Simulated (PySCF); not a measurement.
Computed shifts of a molecule C4H8O, B3LYP/pcSseg-1 (PySCF), GIAO, gas phase, equivalent atoms averaged, in ppm (number of nuclei): ¹³C: 215.9 (1), 41.8 (1), 32.0 (1), 16.4 (1). ¹H: 2.51 (1), 2.35 (3), 2.15 (1), 1.46 (3). References: ¹³C against TMS (σ = 181.3 ppm); ¹⁷O against H2O (σ = 333.8 ppm); ¹H against TMS (σ = 31.68 ppm), references at their B3LYP-D3(BJ)/def2-TZVP geometries, non-relativistic. Coordinates come from a PBE0-D3(BJ)/def2-SVP optimisation. The values are those of a single conformer.

Problem. Which structure fits?
A) C=C(C)OC
B) CCC(C)=O
C) C=CCCO
D) C=CCOC

Solution. B, CCC(C)=O
